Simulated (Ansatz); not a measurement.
Z-matrix (Å, degrees):
```
C
C 1 1.499
H 1 1.092 2 111.4
H 1 1.094 2 110.5 3 121.4
H 1 1.094 2 110.6 3 -121.4
N 2 1.278 1 124.7 3 -0.1
B 2 1.571 1 121.6 3 179.9
H 6 1.026 2 110.9 1 -0.0
Cl 7 1.745 2 120.4 1 0.3
H 7 1.188 2 121.4 1 -179.7
```

Charge 0, multiplicity 1.

Problem. List the CAM-B3LYP/def2-TZVPP orbital energies in eV (Ansatz). (An estimate is asked.)

Solution. The calculation gave: Occupied: -2764.74, -391.68, -280.06, -279.08, -259.53, -198.56, -198.48, -198.41, -187.06, -27.23, -25.36, -22.35, -18.63, -15.45, -14.92, -14.07, -13.86, -12.46, -12.09, -11.57, -10.58, -10.33, -9.13. Lowest empty: -1.18, 1.74, 1.95, 2.51, 3.10, 3.32, 3.83, 4.21.
